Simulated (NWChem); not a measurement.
Program: NWChem. System: H2BIO2, charge 0, spin multiplicity 1, at a geometry optimised with PBE/def2-SVP with def2 effective core potentials on I. The structure started from a generated list of species. Level: G0W0@PBE0/def2-TZVP with def2 effective core potentials on I, RI basis def2-tzvp-rifit, no spin-orbit coupling.

The NWChem input:

```
start mol
memory heap 200 mb stack 700 mb global 1700 mb
geometry units angstroms nocenter noautoz
  B     -1.110173     0.780079     0.000000
  I      0.664675    -0.481360     0.000000
  O     -2.312594     0.155393     0.000000
  H     -3.044423     0.803010     0.000000
  O     -1.006030     2.139418     0.000000
  H     -0.083490     2.450166     0.000000
  symmetry group Cs
end
basis spherical
  * library def2-tzvp
end
ecp
  I library def2-ecp
end
basis "ri basis" bse spherical
  * library def2-tzvp-rifit
end
dft
  xc pbe0
  iterations 100
  direct
  tolerances tight
end
task dft energy
gw
  method cdgw
  states alpha occ 4 vir 2
end
task dft gw
```

NWChem printed:

```
             Northwest Computational Chemistry Package (NWChem) 7.3.0
             --------------------------------------------------------

                                NWChem Input Module
                                -------------------

 Scaling coordinates for geometry "geometry" by  1.889725989
 (inverse scale =  0.529177249)

 Turning off AUTOSYM since
 SYMMETRY directive was detected!

                             Geometry "geometry" -> ""
                             -------------------------

 Output coordinates in angstroms (scale by  1.889725989 to convert to a.u.)

  No.       Tag          Charge          X              Y              Z
 ---- ---------------- ---------- -------------- -------------- --------------
    1 B                    5.0000    -1.11017300     0.78007900     0.00000000
    2 I                   53.0000     0.66467500    -0.48136000     0.00000000
    3 O                    8.0000    -2.31259400     0.15539300     0.00000000
    4 H                    1.0000    -3.04442300     0.80301000     0.00000000
    5 O                    8.0000    -1.00603000     2.13941800     0.00000000
    6 H                    1.0000    -0.08349000     2.45016600     0.00000000

 Effective nuclear repulsion energy (a.u.)     286.7215022929

            Nuclear Dipole moment (a.u.)
            ----------------------------
        X                 Y               Z
 ---------------- ---------------- ----------------
     0.0000094486    -0.0000396842     0.0000000000

      Symmetry information
      --------------------

 Group name             Cs
 Group number              2
 Group order               2
 No. of unique centers     6

      Symmetry unique atoms

     1    2    3    4    5    6


 Summary of "ao basis" -> "" (spherical)
 ------------------------------------------------------------------------------
       Tag                 Description            Shells   Functions and Types
 ---------------- ------------------------------  ------  ---------------------
 *                         def2-tzvp                  on all atoms

 Summary of "ri basis" -> "" (spherical)
[...]
           0.000000000000           0.000000000000        1052.504939865423

     Multipole analysis of the density
     ---------------------------------

     L   x y z        total         alpha         beta         nuclear
     -   - - -        -----         -----         ----         -------
     0   0 0 0      0.000000    -24.000000    -24.000000     48.000000

     1   1 0 0     -0.214403     17.477545     17.477545    -35.169492
     1   0 1 0      0.768726    -12.350556    -12.350556     25.469838
     1   0 0 1     -0.000000     -0.000000     -0.000000      0.000000

     2   2 0 0    -28.855039   -152.563827   -152.563827    276.272615
     2   1 1 0     -1.281025     61.980806     61.980806   -125.242637
     2   1 0 1      0.000000      0.000000      0.000000      0.000000
     2   0 2 0    -31.343051   -109.043237   -109.043237    186.743423
     2   0 1 1     -0.000000     -0.000000     -0.000000      0.000000
     2   0 0 2    -33.249884    -16.624942    -16.624942      0.000000

 Task  times  cpu:       29.8s     wall:       29.8s

                                NWChem Input Module
                                -------------------

                                 NWChem GW Module
                                 ----------------

                             ***********************
                             ***        GW       ***
                             ***********************

 Summary of "ri basis" -> "ri basis" (spherical)
 ------------------------------------------------------------------------------
       Tag                 Description            Shells   Functions and Types
 ---------------- ------------------------------  ------  ---------------------
 B                      def2-tzvp-rifit             22       76   8s6p4d3f1g
 I                      def2-tzvp-rifit             38      184   9s8p8d6f4g3h
 O                      def2-tzvp-rifit             22       76   8s6p4d3f1g
 H                      def2-tzvp-rifit              7       15   4s2p1d

                 Memory Information
                 ------------------
          Available GA per process is          1699.8 MBs
          Available stack per process is        700.0 MBs
          Available heap per process is           0.1 MBs

          Peak memory in Initialization
              Peak GA per process is                 15.2 MBs
              Peak stack per process is               0.3 MBs
              Peak heap per process is               15.9 MBs
              Memory not in MA per process            0.0 MBs

          Peak memory in CDGW Calculation
              Peak GA per process is                 18.4 MBs
              Peak stack per process is               3.0 MBs
              Peak heap per process is                3.3 MBs
              Memory not in MA per process            0.0 MBs

          Computing 2-center integrals
          Computing Inverse Cholesky factor
          Computing 3-center integrals
          Computing Vxc

          Computing Sigma_x
          Computing W(iw) on the imaginary grid
          Solving quasiparticle equations

                  Alpha Orbitals
          State     Energy (eV)     Error (eV)
          -----------------------------------
@GW        21        -12.171           0.005
@GW        22        -11.561           0.002
@GW        23         -9.676           0.004
@GW        24         -9.605           0.002
@GW        25          2.039           0.005
@GW        26          2.511           0.004

     GW Timing Statistics
   ------------------------
   Init.   :          0.2s
     ERIs  :          2.4s
     Distr.:          0.0s
     Vxc   :          3.6s
   Vmo     :          0.0s
   iW      :          4.1s
   I_n     :          0.0s
   R_n     :          0.3s
   GW total:         10.7s

 Task  times  cpu:       10.7s     wall:       10.7s

 Total times  cpu:       40.5s     wall:       40.5s
```
